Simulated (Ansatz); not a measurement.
Basis-set extrapolation for C₈H₈O₂, SMILES `COC(=O)c1ccccc1` (PBE0-D4/def2-TZVP geometry, frozen core, Ansatz). Multiplicity 1, RHF reference.

```
                      def2-TZVPP   def2-QZVPP
                 HF  -457.524288  -457.543767
    MP2 correlation    -1.722538    -1.840116
CCSD(T) correlation    -1.839413      not run
```

Energies in hartree. Use E(X) = E(∞) + A·exp(−7.88·√X) for Hartree–Fock and E(X) = E(∞) + B·X^(−2.97) for correlation, with X = 3 and 4, and add CCSD(T) minus MP2 of the smaller set to the MP2 limit.

Task: What is the CCSD(T) energy at the basis-set limit?

Result: HF limit: -457.543767 + (-0.019479) × 0.13774 = -457.54645. MP2 limit: -1.840116 + (-0.117578) × 0.74074 = -1.92721. Higher-order term: -1.839413 − (-1.722538) = -0.11688. Total: -459.59054 hartree, 595.6 kJ/mol below CCSD(T)/def2-TZVPP.
